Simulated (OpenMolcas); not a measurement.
Cu3+: moving or changing the point charges

Cu3+ among 4 point charges of -2 e arranged as a tetrahedron (Td), 1.67 Å from the ion.

| Quantity | Value |
| --- | --- |
| Program | OpenMolcas 26.06 |
| Method | CASSCF |
| Basis | ANO-RCC-VDZP [5s4p2d1f] |
| Scalar Hamiltonian | DKH2, point nucleus |
| Active space | 8 electrons in 5 orbitals (3d) |
| State averaging | 2S+1 = 3 even, 10 roots; 2S+1 = 1 even, 15 roots |
| Spin-orbit coupling | state interaction with AMFI integrals over the reference wave functions |

Runs around this geometry, states (labels of Td). Energies in cm-1 above the lowest state or level, χT in cm3 K/mol; under a threefold ground state the first gap can be a small split of the lowest multiplet, not the spin-orbit step; 10Dq and B are least-squares fits to the states below 45000 cm-1, weighted by degeneracy, with a free offset, and given where the rms deviation is under 5 % of |10Dq| (or 100 cm-1) and under 700 cm-1; 10Dq is negative for this site.

```tsv
R (Å)	q (e)	Ground state	First state of that spin	10Dq	B (rms of fit)	First gap with spin-orbit (degeneracies)	χT at 300 K	First state of another spin
1.67	-1	3T1	3T2 1024	-1233	1464 (25)	276.8 (1, 3)	3.271	1T2 18641
1.53	-2	3T1	3T2 2521	-2999	1449 (52)	450.7 (1, 3)	2.592	1T2 19096
1.67	-2	3T1	3T2 1818	-2172	1457 (40)	389.8 (1, 3)	2.840	1T2 18908
1.79	-2	3T1	3T2 1381	-1656	1461 (32)	335.1 (1, 3)	3.053	1T2 18767
```

Taking |10Dq| as R^-n, n = -ln(1656 / 2999) / ln(1.79 / 1.53) = 3.8 between the shortest and longest distance. The point-charge formula for a cubic d site gives n = 5.

Scaling the charges by -1 / -2 = 0.50 scales |10Dq| by 1233 / 2172 = 0.57; with fixed orbitals a first-order splitting would follow the charge.

An orbital triplet at a regular site is open to Jahn-Teller coupling, which can distort the site and quench the lowest spin-orbit gaps and is left out. Without dynamic correlation the repulsion within the d shell is too large (B by tens of per cent), so at a given field states of lower spin stand too high. The ground term spreads over less than 5000 cm-1, several times less than with real ligands, so orbital moments are less quenched and χT lies further from the spin-only value than at real sites (holds for R = 1.67, q = -1; R = 1.67, q = -2; R = 1.79, q = -2). Point charges carry no covalency, so the field is a model and not that of real ligands. No measured value stands beside these numbers.
